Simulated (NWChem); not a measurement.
System: CH5AlS; SMILES C[S][AlH2]

NWChem printed, in part:

```
             Northwest Computational Chemistry Package (NWChem) 7.3.0
             --------------------------------------------------------

                             Geometry "geometry" -> ""
                             -------------------------

 Output coordinates in angstroms (scale by  1.889725989 to convert to a.u.)

  No.       Tag          Charge          X              Y              Z
 ---- ---------------- ---------- -------------- -------------- --------------
    1 Al                  13.0000     0.20237600    -1.53646600     0.00296000
    2 H                    1.0000    -0.83294300    -2.73461000     0.01023800
    3 H                    1.0000     1.78324900    -1.68922700    -0.00765900
    4 S                   16.0000    -0.63355200     0.47183100     0.00781400
    5 C                    6.0000     0.84034400     1.55361500    -0.00169600
    6 H                    1.0000     0.81795100     2.18913800     0.89386000
    7 H                    1.0000     0.80302700     2.19324700    -0.89381900
    8 H                    1.0000     1.77738200     0.97965200    -0.01085400

 Effective nuclear repulsion energy (a.u.)     133.8442419321

  xc_inp: hfexch multiplicative factor not found.
                              NWChem Property Module
                              ----------------------

  itol2e modified to match energy
  convergence criterion.

                                 NWChem DFT Module
                                 -----------------

 Summary of "ao basis" -> "ao basis" (spherical)
 ------------------------------------------------------------------------------
       Tag                 Description            Shells   Functions and Types
 ---------------- ------------------------------  ------  ---------------------
 Al                          6-31g*                  8       18   4s3p1d
 H                           6-31g*                  2        2   2s
 S                           6-31g*                  8       18   4s3p1d
 C                           6-31g*                  6       14   3s2p1d

  itol2e modified to match energy
  convergence criterion.

[...]

          -----------------------------------------
          Chemical Shielding Tensors (GIAO, in ppm)
          -----------------------------------------

                                NWChem CPHF Module
                                ------------------

  scftype          =     RHF
  nclosed          =       20
  nopen            =        0
  variables        =      800
  # of vectors     =        3
  tolerance        = 0.10D-03
  level shift      = 0.00D+00
  max iterations   =       50
  max subspace     =       30

 SCF residual:    4.6394737774623163E-005

Iterative solution of linear equations
  No. of variables      800
  No. of equations        3
  Maximum subspace       30
        Iterations       50
       Convergence  1.0D-04

   iter   nsub   residual    time
   ----  ------  --------  ---------
     1      3    1.03D+00       7.6
     2      6    1.38D-01       8.6
     3      9    2.38D-02       9.5
     4     12    4.77D-03      10.5
     5     15    1.08D-03      11.5
     6     18    1.86D-04      12.5
     7     21    2.86D-05      13.4

      Atom:    1  Al
        Diamagnetic
    791.6209     -1.8746      0.0309
     -1.8746    798.9434      0.0119
      0.0309      0.0119    796.0661

        Paramagnetic
   -397.7554     -0.4310      0.2436
     -0.4310   -380.7810     -0.0196
      0.2436     -0.0196   -361.2842

        Total Shielding Tensor
    393.8655     -2.3056      0.2745
     -2.3056    418.1623     -0.0077
      0.2745     -0.0077    434.7819

           isotropic =     415.6032
          anisotropy =      28.7708

          Principal Components and Axis System
                 1           2           3
              434.7838    418.3791    393.6468

      1         0.0068     -0.0936      0.9956
      2        -0.0014      0.9956      0.0936
      3         1.0000      0.0020     -0.0066

      Atom:    2  H
        Diamagnetic
     28.2966      5.2562     -0.0264
      5.2562     33.2046     -0.0377
     -0.0264     -0.0377     24.5635

        Paramagnetic
     -2.0864     -1.8386      0.0131
     -1.8386     -2.4467      0.0129
      0.0131      0.0129     -0.1644

        Total Shielding Tensor
     26.2102      3.4176     -0.0132
      3.4176     30.7579     -0.0247
     -0.0132     -0.0247     24.3990

           isotropic =      27.1224
          anisotropy =       8.2000

          Principal Components and Axis System
                 1           2           3
               32.5891     24.3989     24.3791

      1         0.4723      0.0015      0.8815
      2         0.8814      0.0031     -0.4723
      3        -0.0034      1.0000      0.0002

      Atom:    3  H
        Diamagnetic
     34.5964     -2.6797     -0.0698
     -2.6797     27.0886      0.0173
     -0.0698      0.0173     24.1283

        Paramagnetic
     -4.2518      0.2707      0.0313
      0.2707     -0.8340     -0.0015
      0.0313     -0.0015      0.4036

        Total Shielding Tensor
     30.3446     -2.4090     -0.0385
     -2.4090     26.2546      0.0158
     -0.0385      0.0158     24.5319

           isotropic =      27.0437
          anisotropy =       6.6241

          Principal Components and Axis System
                 1           2           3
               31.4597     25.1397     24.5316

      1         0.9075      0.4200      0.0067
      2        -0.4200      0.9075      0.0003
      3        -0.0060     -0.0031      1.0000

      Atom:    4  S
        Diamagnetic
   1059.1719      3.9429     -0.0486
      3.9429   1060.4072     -0.0268
     -0.0486     -0.0268   1051.5239

[...]
```

Level: Hartree-Fock/6-31G* (spherical d), GIAO. Structure relaxed at the PBE0/def2-SVP level. The output numbers the shielded atoms by their place in the input's list. The printed shielding anisotropy is the first printed principal value minus the mean of the other two.

Which NWChem input produces such a log?

This is not unique; one that fits is the input that was run:
```
start job
memory heap 200 mb stack 900 mb global 1100 mb
geometry units angstroms noautosym nocenter noautoz
  Al     0.202376    -1.536466     0.002960
  H     -0.832943    -2.734610     0.010238
  H      1.783249    -1.689227    -0.007659
  S     -0.633552     0.471831     0.007814
  C      0.840344     1.553615    -0.001696
  H      0.817951     2.189138     0.893860
  H      0.803027     2.193247    -0.893819
  H      1.777382     0.979652    -0.010854
end
basis spherical
  * library 6-31g*
end
dft
  xc hfexch
  iterations 150
end
property
  shielding 7 1 2 3 4 5 6 8
end
task dft property
```
